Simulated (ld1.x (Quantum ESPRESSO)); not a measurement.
What one change does to a pseudopotential (Fe, RRKJ)

iron, norm-conserving RRKJ (Kleinman–Bylander form), made with ld1.x (Quantum ESPRESSO) 7.5 (LDA (PZ), scalar-relativistic). Core [Ar], reference 3d6 4s1.75 4p0.25. Waves: 4s (bound): rc 2.10 bohr; 3d (bound): rc 1.65 bohr; 4p (bound): rc 2.75 bohr. Local part: the p channel. Core correction: Bessel-smoothed model core inside 1.15 bohr. rho0 = 0.001.

All-electron outer shells of the reference configuration (LDA (PZ), scalar-relativistic, ld1.x):

```csv
shell,level (eV),outermost node (bohr),outermost maximum (bohr)
3s,-93.97,0.33,0.70
3p,-60.39,0.30,0.72
3d,-8.19,–,0.71
4s,-5.78,1.01,2.38
4p,-1.67,1.10,3.25
```

Change: wave 3d (bound): rc 1.65 bohr becomes 3d (bound): rc 1.50 bohr.

Cutoffs: the cutoffs (Ry, on a coarse ladder) from which the occupation-weighted sum of valence levels, in a spherical-Bessel basis at the reference potential, stays within 10 and 1 mRy of its value at 400 Ry; they do not see the model core or the augmentation charge, which bear on the density cutoff. Errors are all-electron minus pseudo energies relative to the spin-unpolarised reference configuration.

What does the change do?

The potential gets harder (70 Ry and 100 Ry → 80 Ry and 110 Ry); both files keep a bound ghost (s); of the 9 tests that both files solve, the error grows in 1 and shrinks in 0 by more than 15 % and 0.3 meV (median size 91.6 → 98.7 meV). A smaller radius makes the pseudo-wave follow the all-electron one further in, where it bends more sharply, so more plane waves are needed.

```csv
quantity,base,changed
"cutoff, loose",70 Ry,80 Ry
"cutoff, tight",100 Ry,110 Ry
loose cutoff by channel (10 mRy a level),"s 8 Ry, d 60 Ry, p 6 Ry","s 8 Ry, d 70 Ry, p 6 Ry"
bound ghosts,s,s
"error for 3d6 4s2 4p0, meV [ΔE -1.02 eV]",-0.3,-0.3
"error for 3d6 4s1 4p0, meV [ΔE 7.96 eV]",-13,-14
"error for 3d6 4s0 4p0, meV [ΔE 24.45 eV]",-34,-39
"error for 3d5 4s0 4p0, meV [ΔE 58.98 eV]",-429,-463
"error for 3d6 4s0 4p2, meV [ΔE 7.59 eV]",-4.5,-5.3
"error for 3d7 4s0 4p0, meV [ΔE 5.84 eV]",-324,-371
"error for 3d6.5 4s1.5 4p0, meV [ΔE -1.77 eV]",-92,-99
"error for 3d6 4s1.75 4p0.25 (spin-polarised), meV [ΔE -3.56 eV]",+155,+141
"error for 3d6 4s2 4p0 (spin-polarised), meV [ΔE -4.41 eV]",+149,+136
s: phases at 3.00 bohr within 0.05 rad from the reference energy up to (Ry; the scan ends near 5),1.6,1.6
p: phases at 3.00 bohr within 0.05 rad from the reference energy up to (Ry; the scan ends near 5),2.5,2.5
d: phases at 3.00 bohr within 0.05 rad from the reference energy up to (Ry; the scan ends near 5),0.2,0.2
```

Base: These tests converged, but a pseudo level misses the all-electron one widely, so the file describes the atom poorly there or has found another state: 3d5 4s0 4p0: empty 4s by 6.8 eV. Changed file: These tests converged, but a pseudo level misses the all-electron one widely, so the file describes the atom poorly there or has found another state: 3d5 4s0 4p0: empty 4s by 6.8 eV. A true bound ghost makes a file unfit for plane-wave use even where its test errors are small: the radial tests pick states by their node count and pass the ghost by.
